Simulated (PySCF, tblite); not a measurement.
Species: C7H13NOSi.
Atom-mapped SMILES: `[CH2:1]=[C:2]([CH3:3])[CH2:4][C:5](=[O:6])[C:7](=[CH2:8])[SiH2:9][NH2:10]` (hydrogens: H11, H12 on C1; H13, H14, H15 on C3; H16, H17 on C4; H18, H19 on C8; H20, H21 on Si9; H22, H23 on N10)

Geometry (GFN2-xTB, Å), atoms numbered from 1 in this order:
```xyz
23
C7H13NOSi angstrom
C      2.5655    0.3537    1.3903
C      2.1248   -0.1347    0.2421
C      2.8811   -0.0087   -1.0430
C      0.7945   -0.8232    0.1392
C     -0.2722    0.0374   -0.5214
O     -0.0563    1.1295   -0.9982
C     -1.6247   -0.5433   -0.4718
C     -1.9153   -1.7127   -1.0242
Si    -2.9399    0.5442    0.3646
N     -2.0675    1.8107    1.1251
H      1.9997    0.2657    2.3027
H      3.5096    0.8661    1.4627
H      2.2883    0.5638   -1.7552
H      3.8310    0.4962   -0.8904
H      3.0694   -0.9922   -1.4746
H      0.4174   -1.1018    1.1259
H      0.8765   -1.7379   -0.4555
H     -1.1878   -2.3071   -1.5582
H     -2.9159   -2.1117   -0.9979
H     -3.9379    0.9108   -0.6526
H     -3.5644   -0.2267    1.4430
H     -1.3134    2.2392    0.6085
H     -2.5674    2.5099    1.6490
```

Theory: PBE0/pcSseg-1 in PySCF (dipole) on a GFN2-xTB geometry, gas phase.

Take the most abundant isotopes and a rigid rotor. The values belong to one conformer with, in the numbering `[CH2:1]=[C:2]([CH3:3])[CH2:4][C:5](=[O:6])[C:7](=[CH2:8])[SiH2:9][NH2:10]`, C1–C2–C4–C5 105°, C2–C4–C5–O6 5°, C4–C5–C7–C8 -60°, C5–C7–Si9–N10 -11°, C7–Si9–N10–H 43° and -179°.

Task: Give the principal moments of inertia and the rotational constants in MHz.

Result: Ia = 261.21, Ib = 769.40, Ic = 883.19 u·Å²; 505379 MHz·u·Å²/I gives A = 1935, B = 656.8, C = 572.2 MHz.

Task: What kind of rotor is it?

Result: An asymmetric top; Ray's κ = -0.876.

Task: What does the inertial defect say?

Result: Not planar: Δ = Ic − Ia − Ib = -147.42 u·Å². For a rigid frame Δ = −2 Σ m c², so Σ m c² = 73.71 u·Å² lies off the ab plane: 14.97 from hydrogen and 58.74 from heavier atoms. The atom farthest from that plane is 1.74 Å away.

Task: Give the other two planar moments, Paa and Pbb, and the rms extents of the mass along the axes.

Result: Paa = Σ m a² = (Ib + Ic − Ia)/2 = 695.69 and Pbb = Σ m b² = (Ia + Ic − Ib)/2 = 187.50 u·Å². With the mass M = 155.08 u, the rms extents √(P/M) along a, b and c are 2.12, 1.10, 0.69 Å.

Task: Where do the levels up to J = 4 lie, in MHz?

Result: Above 0(0,0):
J = 1: 1(0,1) 1229, 1(1,1) 2507, 1(1,0) 2592
J = 2: 2(0,2) 3683, 2(1,2) 4880, 2(1,1) 5134, 2(2,1) 8968, 2(2,0) 8972
J = 3: 3(0,3) 7354, 3(1,3) 8438, 3(1,2) 8946, 3(2,2) 12655, 3(2,1) 12676, 3(3,1) 19259, 3(3,0) 19259
J = 4: 4(0,4) 12230, 4(1,4) 13178, 4(1,3) 14023, 4(2,3) 17568, 4(2,2) 17629, 4(3,2) 24183, 4(3,1) 24184, 4(4,1) 33417, 4(4,0) 33417

Task: Predict some low-J microwave lines.

Result: The dipole components are |μa| = 0.57 D, |μb| = 0.85 D, |μc| = 1.12 D. The squared components, which scale the intensities, stand as 0.26 : 0.58 : 1.00 (a : b : c). Some lines, for components of 0.1 D or more:

```csv
type,branch,"J(Ka,Kc)",MHz,lower level (cm⁻¹)
b,Q,"5(1,4) ← 5(0,5)",2064,0.610
a,R,"2(0,2) ← 1(0,1)",2454,0.041
b,R,"3(0,3) ← 2(1,2)",2474,0.163
c,R,"1(1,0) ← 0(0,0)",2592,0.000
b,R,"5(1,4) ← 4(2,3)",2792,0.586
b,R,"2(1,2) ← 1(0,1)",3651,0.041
b,Q,"4(2,3) ← 4(1,4)",4391,0.440
b,Q,"5(2,4) ← 5(1,5)",4610,0.637
a,R,"5(2,4) ← 4(2,3)",6136,0.586
a,R,"5(4,2) ← 4(4,1)",6154,1.115
a,R,"5(3,3) ← 4(3,2)",6158,0.807
a,R,"5(1,4) ← 4(1,3)",6338,0.468
b,R,"2(2,0) ← 1(1,1)",6465,0.084
b,R,"5(1,5) ← 4(0,4)",6864,0.408
b,Q,"5(4,2) ← 5(3,3)",9231,1.012
b,R,"5(2,4) ← 4(1,3)",9682,0.468
b,R,"5(2,3) ← 4(1,4)",10666,0.440
c,R,"5(3,2) ← 4(2,2)",12716,0.588
b,R,"5(4,1) ← 4(3,2)",15389,0.807
```

Task: Estimate the classical rotational partition function at 25 K, 100 K and 298.15 K.

Result: Point group C1, symmetry number σ = 1; q = (√π/σ)·√((kT/h)³/(ABC)), k/h = 20836.6 MHz/K: 24700 at 25 K, 198000 at 100 K, 1020000 at 298.15 K.

Its GFN2-xTB frequencies are all real (lowest 20 cm⁻¹). These are rigid-rotor constants of the computed structure; measured ground-state constants (B0) also hold zero-point vibration. A rigid rotor knows nothing of inversion at nitrogen or internal rotation, which can split or shift real lines. Quadrupole hyperfine structure (14N) is left out.

On one thread of an Arm Neoverse N1 (shared host), this took 1.7 min of wall time and 1.1 GiB of memory at its peak. This is the PBE0/pcSseg-1 job that gave the dipole, with the shieldings it also computed.
